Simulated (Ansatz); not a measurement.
One geometry of [II2]- (I3⁻), several levels of theory.

```yaml
crystal:
  periodic: [false, false, false]
  atoms:
    - {symbol: I, position_ang: [-0.000086, -0.000050, 0.000067]}
    - {symbol: I, position_ang: [-0.019007, -0.023914, 2.996920]}
    - {symbol: I, position_ang: [0.019093, 0.023964, -2.996987]}
basis:
  gaussian: {orbitals: def2-TZVPD, initial_orbitals: start.molden}
total_charge: -1
hamiltonian: {xc: {name: wB97M-V}}
scf: {omitted_lower_state_checks: [starts]}
output: {orbitals: {seedname: orbitals}}
```

The file start.molden holds the orbitals of an earlier run on this structure, at another level or in another basis.

```sh
$ ansatz run in.yaml --threads 4 --pin off --events-out ev --progress --plain --max-ram 3916MiB
```

Output, abridged:

```
Functional definition: wB97M-V
1329 factors; their error is unknown
338 factors; integrals over basis functions are off by at most 1.7e-4 eV
mean field evaluation 1: about -24305.3802 eV, gradient 9.0e0 eV
mean field evaluation 2: about -24305.4752 eV, gradient 1.5e-1 eV
mean field evaluation 4: about -24305.8903 eV, gradient 9.8e-4 eV
mean field evaluation 8: about -24305.8903 eV, gradient 2.2e-5 eV
mean field -24305.89025163 eV, -893.2249916232 hartree, gradient 2.2e-5 eV, S^2 0.000000; 0 other end points of the search recorded, 0 dependent functions left out
reference -24305.89033500 eV, -893.2249946870 hartree; 38, 38 occupied and 139, 139 virtual orbitals, 1329 factors
Total energy: -24305.89033500 eV, -893.2249946870 hartree
Checks for a lower state left out: starts
```

Run time 19 s (4 threads of Intel Xeon on a shared host), peak host memory 0.61 GiB.

First input, but with `gaussian: {orbitals: def2-SVPD, initial_orbitals: start.molden}`, `hamiltonian: {xc: pbe, dispersion: d4}` (abridged; 3.5 s):

```
Functional definition: PBE
mean field -24306.10344450 eV, -893.2328263168 hartree, gradient 1.4e-5 eV, S^2 0.000000
Total energy: -24306.22879787 eV, -893.2374329683 hartree
Checks for a lower state left out: starts
```

First input, but with `hamiltonian: {xc: {name: PBE-QIDH}}` and without the key `output` (abridged; 16 s):

```
Functional definition: PBE-QIDH
mean field -24281.03900409 eV, -892.3117251209 hartree, gradient 4.6e-6 eV, S^2 0.000000
12 core orbitals not correlated: weight in the atoms' cores, before any rotation towards them, 1.000 or more for the frozen orbitals, at most 0.000 for the correlated occupied ones
second order -45.07517399 eV of doubles, -0.00000000 eV of singles
Total energy: -24296.06408176 eV, -892.8638865411 hartree
Checks for a lower state left out: starts
```

The first input with `gaussian: {orbitals: "def2-TZVPPD.json", initial_orbitals: start.molden}`, `correlation: {method: ccsd_t}` and without the key `hamiltonian` (abridged; 92 s):

```
Functional definition: HF
mean field evaluation 16: about -24214.0173 eV, gradient 8.1e0 eV
mean field evaluation 32: about -24207.8821 eV, gradient 6.0e-1 eV
mean field -24221.19237032 eV, -890.1124018953 hartree, gradient 1.7e-6 eV, S^2 0.000000
12 core orbitals not correlated: weight in the atoms' cores, before any rotation towards them, 1.000 or more for the frozen orbitals, at most 0.000 for the correlated occupied ones
second order -41.19518047 eV of doubles, -0.00000000 eV of singles
cycle   1  -37.69330460 eV  change     3.5e0 eV  update   1.3e-1
cycle   2  -38.58530473 eV  change   -8.9e-1 eV  update   4.3e-2
cycle   3  -38.76509239 eV  change   -1.8e-1 eV  update   1.9e-2
cycle   4  -38.70936151 eV  change    5.6e-2 eV  update   6.1e-3
cycle   5  -38.70491228 eV  change    4.4e-3 eV  update   3.4e-3
cycle   6  -38.70920730 eV  change   -4.3e-3 eV  update   7.6e-4
cycle   7  -38.70895453 eV  change    2.5e-4 eV  update   2.6e-4
cycle   8  -38.70871638 eV  change    2.4e-4 eV  update   7.7e-5
cycle   9  -38.70873982 eV  change   -2.3e-5 eV  update   3.0e-5
perturbative correction -0.95262209 eV, -0.0350082162 hartree
Total energy: -24260.85373223 eV, -891.5699300623 hartree
Checks for a lower state left out: starts
```

As the first input, with `hamiltonian: {xc: r2scan, dispersion: d4}` (abridged; 8.1 s):

```
Functional definition: r2SCAN
mean field -24317.15070226 eV, -893.6388055513 hartree, gradient 6.6e-6 eV, S^2 0.000000
Total energy: -24317.17561151 eV, -893.6397209493 hartree
Checks for a lower state left out: starts
```

As the first input, with `gaussian: {orbitals: STO-3G}`, `hamiltonian: {xc: hf}` (abridged; 3 s):

```
Functional definition: HF
mean field -559249.98047659 eV, -20552.0577092628 hartree, gradient 1.7e-5 eV, S^2 0.000000
Total energy: -559249.98047659 eV, -20552.0577092628 hartree
Checks for a lower state left out: starts
```

As the first input, with `hamiltonian: {xc: {name: BLYP}, dispersion: d4}` (abridged; 6.5 s):

```
Functional definition: BLYP
mean field -24303.29067892 eV, -893.1294590884 hartree, gradient 1.0e-5 eV, S^2 0.000000
Total energy: -24303.54422299 eV, -893.1387766610 hartree
Checks for a lower state left out: starts
```

Geometry: PBE-D4/def2-SVPD.

In the def2 sets I takes a core potential, while STO-3G treats all electrons; there is no spin–orbit coupling. Correlated methods freeze 12 core orbitals; core or outer-core shells of I are correlated, in sets that lack core-valence functions.
